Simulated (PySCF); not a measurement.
Start geometry of `O=C(O)Cc1ccc(F)cc1` from GFN2-xTB (Å):
```
atom  x, y, z in Å
O1    -1.891    1.405    0.890
C2    -2.299    0.318    0.634
O3    -3.583   -0.067    0.809
C4    -1.420   -0.811    0.085
C5    -0.030   -0.397   -0.126
C6     0.369    0.181   -1.321
C7     1.686    0.595   -1.505
C8     2.592    0.455   -0.471
F9     3.851    0.857   -0.622
C10    2.203   -0.106    0.756
C11    0.889   -0.522    0.922
H12   -4.088    0.668    1.177
H13   -1.553   -1.632    0.785
H14   -1.925   -1.132   -0.844
H15   -0.347    0.280   -2.119
H16    1.998    1.050   -2.429
H17    2.935   -0.190    1.534
H18    0.584   -0.943    1.862
```

Problem. What comes out of this run: PySCF, PBE0-D3(BJ)/def2-SVP geometry optimisation, gas phase?

Solution. 
```
atom  x, y, z in Å
O1    -2.0576    1.3433    0.8572
C2    -2.3763    0.2476    0.4864
O3    -3.6496   -0.1731    0.4673
C4    -1.4397   -0.8357   -0.0001
C5    -0.0140   -0.3846   -0.1092
C6     0.4717    0.1749   -1.2946
C7     1.7825    0.6336   -1.3927
C8     2.6127    0.5296   -0.2838
F9     3.8690    0.9658   -0.3632
C10    2.1623   -0.0228    0.9086
C11    0.8487   -0.4756    0.9869
H12   -4.1858    0.5620    0.8027
H13   -1.5420   -1.6809    0.7004
H14   -1.8288   -1.2040   -0.9623
H15   -0.1883    0.2583   -2.1622
H16    2.1702    1.0709   -2.3143
H17    2.8442   -0.0898    1.7580
H18    0.4870   -0.9053    1.9247
```

The energy falls by 2.4 kcal/mol over 11 energy and gradient evaluations, the largest force component goes from 0.0378 to 3.6e-04 Eh/bohr, and the atoms move by 0.047 Å rms after alignment. The bond that changes most is C4–C5 (sp3 carbon next to a carbonyl to substituted aromatic carbon), which lengthens by 0.034 Å. Bonds longer at the end by more than 0.005 Å: 10 of 18; shorter: 3. Among the angles that change most is C5–C4–H13, from 115.0° to 111.4°. Rotational constants go from 3327, 534.5, 519.3 to 3309, 526.4, 511.2 MHz. The orientation of the end geometry is arbitrary; only internal coordinates are fixed.

The run used 189 basis functions and 79 SCF cycles in all. Time: 1.7 min wall, 4.5 min CPU; peak memory 0.88 GiB. Hardware: 2 threads of an Intel Xeon Platinum 8488C, shared host with 192 logical CPUs at a one-minute load of 11.

Not checked by PBE0-D3(BJ)/def2-SVP frequencies. The numbers are those of one conformer.
